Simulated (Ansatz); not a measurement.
Nudged elastic band run: F$_{2}$H$_{4}$Si$_{2}$

The input (input.yaml):

```yaml
crystal:
  periodic: [false, false, false]
  atoms:
    - { symbol: Si, position_ang: [0.173135, 0.005049, 0.198934] }
    - { symbol: H, position_ang: [-0.096483, -0.317321, 1.624776] }
    - { symbol: F, position_ang: [1.764512, 0.265333, 0.047156] }
    - { symbol: Si, position_ang: [-0.98259, 1.834639, -0.690285] }
    - { symbol: H, position_ang: [-2.451515, 1.568843, -0.629756] }
    - { symbol: H, position_ang: [-0.668312, 3.054845, 0.112606] }
    - { symbol: H, position_ang: [-0.565862, 2.043548, -2.10852] }
    - { symbol: F, position_ang: [-0.174884, -1.312337, -0.676611] }
basis:
  gaussian: { orbitals: def2-SVP }
hamiltonian:
  xc: pbe0
neb:
  order_check: false
  images: 5
  f_tol: 0.5
  max_iterations: 60
  final_atoms:
    - { symbol: Si, position_ang: [-0.81893341, -0.27275769, 0.5160296] }
    - { symbol: H, position_ang: [1.7784614, -0.17759766, 1.27592883] }
    - { symbol: F, position_ang: [1.43602209, 0.24735014, 0.52429723] }
    - { symbol: Si, position_ang: [-1.1299314, 1.79886567, -0.70838699] }
    - { symbol: H, position_ang: [-2.51520921, 1.84199055, -1.28581095] }
    - { symbol: H, position_ang: [-0.99067021, 2.98767574, 0.19692946] }
    - { symbol: H, position_ang: [-0.15819335, 1.95675569, -1.83872896] }
    - { symbol: F, position_ang: [-0.60354491, -1.23968345, -0.80195822] }
  initial_path:
    images:
      - { positions_ang: [[0.173135, 0.005049, 0.198934], [-0.096483, -0.317321, 1.624776], [1.764512, 0.265333, 0.047156], [-0.98259, 1.834639, -0.690285], [-2.451515, 1.568843, -0.629756], [-0.668312, 3.054845, 0.112606], [-0.565862, 2.043548, -2.10852], [-0.174884, -1.312337, -0.676611]] }
      - { positions_ang: [[0.11432018, 0.00346121, 0.13447784], [0.23215893, -0.20908014, 1.55151208], [1.75370678, 0.175178, 0.17960913], [-1.00280788, 1.82676607, -0.70803537], [-2.44475893, 1.53995267, -0.77146856], [-0.78163994, 2.98710466, 0.16839703], [-0.50245896, 2.12661928, -2.05543139], [-0.37051919, -1.30740275, -0.62076076]] }
      - { positions_ang: [[0.05550536, 0.00187342, 0.07002168], [0.56080087, -0.10083928, 1.47824816], [1.74290156, 0.085023, 0.31206225], [-1.02302576, 1.81889314, -0.72578575], [-2.43800285, 1.51106233, -0.91318111], [-0.89496788, 2.91936433, 0.22418806], [-0.43905592, 2.20969056, -2.00234279], [-0.56615438, -1.3024685, -0.56491051]] }
      - { positions_ang: [[-0.00330946, 0.00028563, 0.00556553], [0.8894428, 0.00740158, 1.40498424], [1.73209634, -0.005132, 0.44451538], [-1.04324364, 1.81102021, -0.74353612], [-2.43124678, 1.482172, -1.05489367], [-1.00829582, 2.85162399, 0.27997909], [-0.37565287, 2.29276184, -1.94925418], [-0.76178957, -1.29753425, -0.50906027]] }
      - { positions_ang: [[-0.27518411, -0.09072881, 0.17572022], [1.18578233, -0.05426483, 1.36196577], [1.63340492, 0.07902872, 0.47110933], [-1.07213956, 1.8069687, -0.73181975], [-2.45923425, 1.60211152, -1.1318661], [-1.00242062, 2.89697457, 0.25229588], [-0.30316636, 2.18075979, -1.91241244], [-0.70904135, -1.27825065, -0.60669292]] }
      - { positions_ang: [[-0.54705876, -0.18174325, 0.34587491], [1.48212187, -0.11593125, 1.3189473], [1.5347135, 0.16318943, 0.49770328], [-1.10103548, 1.80291718, -0.72010337], [-2.48722173, 1.72205103, -1.20883853], [-0.99654541, 2.94232516, 0.22461267], [-0.23067986, 2.06875774, -1.8755707], [-0.65629313, -1.25896705, -0.70432557]] }
      - { positions_ang: [[-0.81893341, -0.27275769, 0.5160296], [1.7784614, -0.17759766, 1.27592883], [1.43602209, 0.24735014, 0.52429723], [-1.1299314, 1.79886567, -0.70838699], [-2.51520921, 1.84199055, -1.28581095], [-0.99067021, 2.98767574, 0.19692946], [-0.15819335, 1.95675569, -1.83872896], [-0.60354491, -1.23968345, -0.80195822]] }
```

Run as:

```bash
$ ansatz run input.yaml --threads 2 --pin off --max-ram 3072MiB --backend cpu --events-out ev --progress --plain --runs-dir out
```

Output, in part (warnings, iteration lines, the closing report on the highest movable image, with atoms numbered from 0):

```
NEB end point (image 0): max|allowed force component| = 2.311e-3 eV/Å (the criterion of neb.relax_end_points is 1.000e-1)
NEB end point (image 6): max|allowed force component| = 7.574e-3 eV/Å (the criterion of neb.relax_end_points is 1.000e-1)
NEB iter   1: max|band force component| = 6.539e0 eV/Å  barrier→ = 4.7302 eV  barrier← = 1.5612 eV  Δτ_max = 0.1996 Å  (164 SCF iters)
NEB iter   2: max|band force component| = 3.455e0 eV/Å  barrier→ = 3.9096 eV  barrier← = 0.7406 eV  Δτ_max = 0.1956 Å  (155 SCF iters)
NEB iter   3: max|band force component| = 1.654e0 eV/Å  barrier→ = 3.6634 eV  barrier← = 0.4944 eV  Δτ_max = 0.1690 Å  (142 SCF iters)
NEB iter   4: max|band force component| = 6.432e-1 eV/Å  barrier→ = 3.6095 eV  barrier← = 0.4404 eV  Δτ_max = 0.0891 Å  (134 SCF iters)
NEB iter   5: max|band force component| = 6.677e-1 eV/Å  barrier→ = 3.6024 eV  barrier← = 0.4333 eV  CI = image 4  Δτ_max = 0.2000 Å  (133 SCF iters)
NEB iter   6: max|band force component| = 7.867e-1 eV/Å  barrier→ = 3.6176 eV  barrier← = 0.4486 eV  CI = image 4  Δτ_max = 0.0609 Å  (133 SCF iters)
NEB iter   7: max|band force component| = 3.556e-1 eV/Å  barrier→ = 3.6038 eV  barrier← = 0.4348 eV  CI = image 4  Δτ_max = 0.0000 Å  (252 SCF iters)
Total energy: -21232.16814992 eV, -780.2677878290 hartree
Atom 0 at    -0.321629    -0.131980     0.415970 Å, force     0.052153     0.183827    -0.023883 eV/Å
Atom 1 at     1.067063    -0.205671     1.332971 Å, force    -0.052343    -0.028415    -0.020104 eV/Å
Atom 2 at     1.621404     0.202213     0.391094 Å, force    -0.105235    -0.035487    -0.035432 eV/Å
Atom 3 at    -1.094031     1.829428    -0.707679 Å, force     0.056507    -0.092900     0.064122 eV/Å
Atom 4 at    -2.531845     1.666953    -1.086935 Å, force     0.012338     0.003188     0.009831 eV/Å
Atom 5 at    -0.952461     3.003495     0.207997 Å, force    -0.010360    -0.002383    -0.013572 eV/Å
Atom 6 at    -0.273248     2.051553    -1.938966 Å, force    -0.016338    -0.007831     0.014314 eV/Å
Atom 7 at    -0.517251    -1.273391    -0.736153 Å, force     0.063278    -0.019999     0.004724 eV/Å
Dipole moment:    -0.131051     0.169291     0.205456 e Å
```

The run converged. The threshold of 0.5 eV/Å is loose, so the images may lie well off the minimum-energy path. Neighbouring images differ by up to 1.8 eV, so the band resolves the path poorly. The order of the stationary point at the top wasn't checked. The orbitals stay closed-shell, which can raise the energy where a bond breaks towards radicals; this wasn't checked here.

Final band (atoms are numbered from 1 in the order of the input):

```csv
image,path coordinate (Å),energy (eV),Si1–H2 (Å),Si1–F3 (Å),H2–F3 (Å)
0,0.00,0.00,1.49,1.62,2.51
1,0.53,0.01,1.49,1.62,2.50
2,1.07,0.23,1.48,1.62,2.28
3,1.60,1.78,1.49,1.70,1.73
4,2.14,3.60,1.67,1.97,1.17
5,2.66,3.23,2.25,2.25,0.94
6,3.18,3.17,2.71,2.31,0.93
```

Run time: 46 s on 2 threads of AMD EPYC 7B13 (Zen 3), with other jobs on the host, peak memory 0.17 GiB.
